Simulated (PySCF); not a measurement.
C4H3FO2, SMILES O=C1C=C(F)OC1.

Coordinates come from a PBE0-D3(BJ)/def2-SVP optimisation. The values are those of a single conformer.

Method: PBE0-D3(BJ)/def2-SVP (PySCF).

No scaling factor is applied to the harmonic values.

```csv
mode,ν (cm⁻¹),IR (km/mol),Raman (Å⁴/amu),depolarisation,moving atoms (share of kinetic energy)
1,157,7.9,0.5,0.75,"C 47 %, O 31 %, F 13 %, H 10 %"
2,236,4.2,0.1,0.75,"O 36 %, H 28 %, C 18 %, F 18 %"
3,384,7.6,0.7,0.74,"O 44 %, F 33 %, C 21 %"
4,530,5.8,3.3,0.68,"C 40 %, O 29 %, H 17 %, F 14 %"
5,556,0.1,0.8,0.75,"C 54 %, H 34 %, O 10 %"
6,605,2.8,10.0,0.28,"O 34 %, C 33 %, F 31 %"
7,682,17.2,0.7,0.60,"O 37 %, C 34 %, F 21 %, H 8 %"
8,704,0.6,3.8,0.75,"C 69 %, H 20 %, O 9 %"
9,782,59.4,2.0,0.75,"H 67 %, C 31 %"
10,878,7.0,7.8,0.41,"C 63 %, H 31 %"
11,978,3.9,0.1,0.75,"C 59 %, H 38 %"
12,993,71.9,10.5,0.12,"C 37 %, O 35 %, H 24 %"
13,1105,30.8,2.9,0.63,"C 47 %, O 45 %"
14,1156,39.0,1.8,0.60,"H 52 %, C 41 %"
15,1200,1.6,5.5,0.75,H 90 %
16,1254,0.9,0.5,0.40,"C 63 %, H 18 %, F 13 %"
17,1308,54.7,2.3,0.73,"C 52 %, H 44 %"
18,1424,19.6,10.8,0.60,"H 81 %, C 18 %"
19,1506,295.7,1.8,0.69,"C 62 %, H 19 %, O 15 %"
20,1728,563.6,18.7,0.11,C 92 %
21,1885,288.8,28.8,0.47,"C 66 %, O 33 %"
22,3109,1.3,124.5,0.09,H 95 %
23,3180,0.3,74.7,0.75,"H 90 %, C 10 %"
24,3311,11.1,81.6,0.28,"H 91 %, C 9 %"
```
